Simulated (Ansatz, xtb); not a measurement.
Relative energy of two isomers of C4H5BrN2

Structure a: `Cn1cnc(Br)c1`, a singlet. Structure b: `Cc1cnc(Br)[nH]1`, a singlet. Both are isolated molecules in the gas phase, relaxed with PBE0-D3(BJ)/def2-SVP.

Quicker runs give these differences E(b) − E(a): GFN2-xTB −0.009 eV; HF/STO-3G −0.187 eV (at GFN2-xTB geometries); r2SCAN-D4/def2-SVP −0.311 eV (at GFN2-xTB geometries).

Question: Estimate E(b) − E(a) at the level CCSD(T)/def2-SVP + ΔMP2/def2-TZVPP.

Answer: Calculated at CCSD(T)/def2-SVP + ΔMP2/def2-TZVPP: E(b) − E(a) = −0.246 eV, so structure b lies lower.

How the difference moves with the method:

```csv
level,geometry,E(b) − E(a) (eV),departure from the last row (eV),"job, with rough time for the two"
GFN2-xTB,GFN2-xTB,−0.009,+0.237,"optimisation, 0.18 s"
HF/STO-3G,GFN2-xTB,−0.187,+0.059,"single point, 1.3 s"
r2SCAN-D4/def2-SVP,GFN2-xTB,−0.311,−0.065,"single point, 9.7 s"
PBE0-D3(BJ)/def2-SVP,PBE0-D3(BJ)/def2-SVP,−0.286,−0.041,"optimisation, 3.2 min"
HF/def2-SVP,PBE0-D3(BJ)/def2-SVP,−0.242,+0.004,part of the CCSD(T) run
MP2/def2-SVP,PBE0-D3(BJ)/def2-SVP,−0.250,−0.004,part of the CCSD(T) run
CCSD(T)/def2-SVP,PBE0-D3(BJ)/def2-SVP,−0.235,+0.011,single point
CCSD(T)/def2-SVP + ΔMP2/def2-TZVPP,PBE0-D3(BJ)/def2-SVP,−0.246,,"single point, 2.5 min"
```

As drawn, b has 1 C–C, 1 N–H in place of 1 C–N, 1 C–H.

GFN2-xTB finds them nearly level. The largest departure from CCSD(T)/def2-SVP + ΔMP2/def2-TZVPP is that of GFN2-xTB, 0.237 eV. The last row adds to CCSD(T) the change of the MP2 difference between the two basis sets, here −0.011 eV.

With thermal terms from frequencies at re-optimised GFN2-xTB minima (ideal gas, soft modes damped towards free rotors, one conformer each, 298.15 K, 1 atm): on the last row, ΔE + ΔZPE = −0.243, ΔH = −0.243, ΔG = −0.240 eV.

The correlated steps freeze 15 core orbitals; the filled d shell of Br is correlated, in a basis made for valence electrons. Codes used: Ansatz 0.2.0, xtb 6.7.1; the last row on 2 threads of Intel(R) Xeon(R) Processor @ 2.70GHz on a shared host.
